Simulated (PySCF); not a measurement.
Se(OH)(NMe2) (C₂H₇NOSe), SMILES CN(C)[Se]O. Atoms are numbered in the order given.

```xyz
12

Se     0.6531     0.4667     0.3431
O     -0.4659     1.9042    -0.0700
H     -1.0370     2.0044     0.7184
N     -0.2135    -1.0343    -0.2151
C     -1.3474    -1.5190     0.5590
C     -0.3163    -1.2827    -1.6477
H     -2.3057    -1.0139     0.2863
H     -1.4823    -2.6089     0.3827
H     -1.1597    -1.3600     1.6378
H     -0.4396    -2.3731    -1.8289
H     -1.1841    -0.7579    -2.1133
H      0.6070    -0.9422    -2.1523
```
Charge 0, spin multiplicity 1.

The structure is a stationary point at PBE-D3(BJ)/def2-SVP. The values are those of a single conformer.

The numbers are results of PBE-D3(BJ)/def2-SVP in PySCF, not measurements.

Frequencies are harmonic and unscaled.

Computed normal modes with their intensities:
| mode | ν (cm⁻¹) | IR (km/mol) | moving atoms (share of kinetic energy) |
|---|---|---|---|
| 1 | 106 | 3.3 | O 41 %, H 32 %, C 18 % |
| 2 | 111 | 2.5 | O 37 %, C 32 %, H 23 % |
| 3 | 207 | 0.2 | H 96 % |
| 4 | 224 | 1.4 | H 74 %, O 12 % |
| 5 | 317 | 13.0 | N 52 %, H 24 %, C 14 % |
| 6 | 319 | 5.8 | C 42 %, H 30 %, N 17 %, Se 10 % |
| 7 | 349 | 2.4 | C 34 %, H 32 %, Se 23 % |
| 8 | 451 | 76.8 | H 87 % |
| 9 | 555 | 101.3 | O 58 %, Se 19 %, N 8 % |
| 10 | 579 | 4.1 | C 26 %, O 23 %, N 22 %, H 16 %, Se 13 % |
| 11 | 960 | 60.1 | C 41 %, H 30 %, N 28 % |
| 12 | 1016 | 41.0 | H 93 % |
| 13 | 1024 | 4.2 | H 69 %, C 27 % |
| 14 | 1066 | 2.6 | H 80 %, C 19 % |
| 15 | 1108 | 3.5 | H 70 %, C 19 %, N 11 % |
| 16 | 1207 | 28.1 | N 57 %, C 29 %, H 15 % |
| 17 | 1216 | 2.9 | H 44 %, N 31 %, C 24 % |
| 18 | 1361 | 0.7 | H 87 %, C 13 % |
| 19 | 1383 | 5.2 | H 87 %, C 13 % |
| 20 | 1396 | 8.0 | H 96 % |
| 21 | 1411 | 23.3 | H 94 % |
| 22 | 1420 | 11.3 | H 96 % |
| 23 | 1438 | 1.4 | H 96 % |
| 24 | 2907 | 59.2 | H 96 % |
| 25 | 2918 | 77.6 | H 96 % |
| 26 | 2990 | 50.9 | H 91 %, C 9 % |
| 27 | 2995 | 13.7 | H 91 %, C 9 % |
| 28 | 3075 | 7.1 | H 91 %, C 9 % |
| 29 | 3082 | 6.1 | H 91 %, C 9 % |
| 30 | 3666 | 45.3 | H 94 % |
